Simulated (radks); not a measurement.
Isoelectronic series with 58 electrons, each ion in its NIST ground configuration. Method: scalar-relativistic Kohn-Sham, PBE, spin-polarised, spherical densities, point nucleus; open shells are filled with parallel spins first (spin-orbit coupling, left out, can overturn this in heavy ions); computed with a radial shooting solver on a logarithmic mesh with Libxc functionals. Total energies (hartree) and mean radii <r> (bohr) (* marks an orbital that is empty in some or all of the ions):

Ce: configuration [Xe] 4f1 5d1 6s2; E (hartree) -8860.4696; 4f down* 1.107; 4f up 1.104; 5p down* 1.761
Pr+: configuration [Xe] 4f3 6s1; E (hartree) -9237.1808; 4f down* 1.205; 4f up 1.160; 5p down* 1.771
Nd2+: configuration [Xe] 4f4; E (hartree) -9623.4693; 4f down* 1.128; 4f up 1.068; 5p down* 1.730
Pm3+: configuration [Xe] 4f4; E (hartree) -10019.2046; 4f down* 0.9551; 4f up 0.9280; 5p down* 1.626
Sm4+: configuration [Xe] 4f4; E (hartree) -10424.2886; 4f down* 0.8570; 4f up 0.8402; 5p down* 1.532
Eu5+: configuration [Kr] 4d10 4f5 5s2 5p5; E (hartree) -10838.5099; 4f down* 0.8166; 4f up 0.8043; 5p down* 1.474
Gd6+: configuration [Kr] 4d10 4f6 5s2 5p4; E (hartree) -11262.5077; 4f down* 0.7808; 4f up 0.7729; 5p down* 1.422
Tb7+: configuration [Kr] 4d10 4f7 5s2 5p3; E (hartree) -11696.3974; 4f down* 0.7483; 4f up 0.7450; 5p down* 1.372
Dy8+: configuration [Kr] 4d10 4f8 5s2 5p2; E (hartree) -12139.7351; 4f down* 0.7223; 4f up 0.7187; 5p down* 1.322
